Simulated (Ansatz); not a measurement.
Relaxation of C₃H₈AlCl (13 atoms, charge 0, multiplicity 1), to a largest force component of 0.02 eV/Å in at most 40 steps.

Theory: RKS PBE0/STO-3G in Ansatz.

```xyz
13
Properties=species:S:1:pos:R:3:forces:R:3
C -1.605 -0.762 0.843 -0.52 4.14 -1.22
Al 0.004 -0.051 -0.036 0.33 -0.26 0.27
C 1.687 -1.033 0.183 -0.41 1.34 2.61
C 0.032 1.625 -1.131 -4.36 -3.90 -1.06
Cl -0.581 2.962 -0.129 -0.31 1.59 1.06
H -2.042 0.070 1.526 0.85 -1.89 -1.11
H -1.401 -1.643 1.399 -0.06 -1.19 0.70
H -2.376 -0.913 0.047 0.49 -0.36 0.89
H 2.102 -1.338 -0.754 0.53 -0.51 -0.91
H 2.467 -0.368 0.703 -1.24 -1.11 -0.94
H 1.539 -1.925 0.856 0.27 0.87 -0.95
H 0.991 1.836 -1.505 1.77 0.85 -1.09
H -0.797 1.506 -1.987 2.65 0.41 1.76
```

Q: Where does it end, and by what steps?

A: The run converged. The force dipped under the threshold on the way, but the program's further checks kept it going. Limits of this set-up: minimal basis. After 27 steps the energy has fallen by 0.830 eV; Cl5 moved furthest, 1.17 Å. Joined: Al2–Cl5.

| step | energy less start (eV) | largest force component (eV/Å) | accepted |
| --- | --- | --- | --- |
| 0 | 0.0000 | 4.356 | yes |
| 1 | -0.7261 | 0.788 | yes |
| 2 | -0.7623 | 0.264 | yes |
| 3 | -0.7676 | 0.076 | yes |
| 4 | -0.7752 | 0.070 | yes |
| 5 | -0.7776 | 0.326 | yes |
| 6 | -0.7848 | 0.145 | yes |
| 7 | -0.7906 | 0.074 | yes |
| 8 | -0.7981 | 0.269 | yes |
| 9 | -0.8022 | 0.333 | yes |
| 10 | -0.8124 | 0.185 | yes |
| 11 | -0.8203 | 0.026 | yes |
| 12 | -0.8216 | 0.042 | yes |
| 13 | -0.8222 | 0.075 | yes |
| 14 | -0.8230 | 0.044 | yes |
| 15 | -0.8242 | 0.012 | yes |
| 16 | -0.8053 | 0.460 | no |
| 17 | -0.8251 | 0.022 | yes |
| 18 | -0.8247 | 0.143 | no |
| 19 | -0.8244 | 0.107 | no |
| 20 | -0.8254 | 0.005 | yes |
| 21 | -0.8263 | 0.032 | yes |
| 22 | -0.8264 | 0.116 | yes |
| 23 | -0.8277 | 0.053 | yes |
| 24 | -0.8285 | 0.010 | yes |
| 25 | -0.8290 | 0.100 | yes |
| 26 | -0.8297 | 0.054 | yes |
| 27 | -0.8303 | 0.010 | yes |

```xyz
13
Properties=species:S:1:pos:R:3
C -1.652 -0.728 0.656
Al -0.009 -0.074 -0.047
C 1.687 -0.899 0.210
C -0.077 1.480 -1.158
Cl 0.190 2.352 0.512
H -2.390 0.067 0.798
H -1.521 -1.226 1.622
H -2.106 -1.464 -0.017
H 1.883 -1.651 -0.562
H 2.510 -0.180 0.165
H 1.758 -1.413 1.173
H 0.764 1.805 -1.787
H -1.017 1.897 -1.549
```

Whether the end is a true minimum wasn't checked by a vibrational analysis.

The run took 78 s on 1 thread of Intel(R) Xeon(R) Platinum 8375C CPU @ 2.90GHz (Ice Lake), on a shared host, peak memory 0.14 GiB.
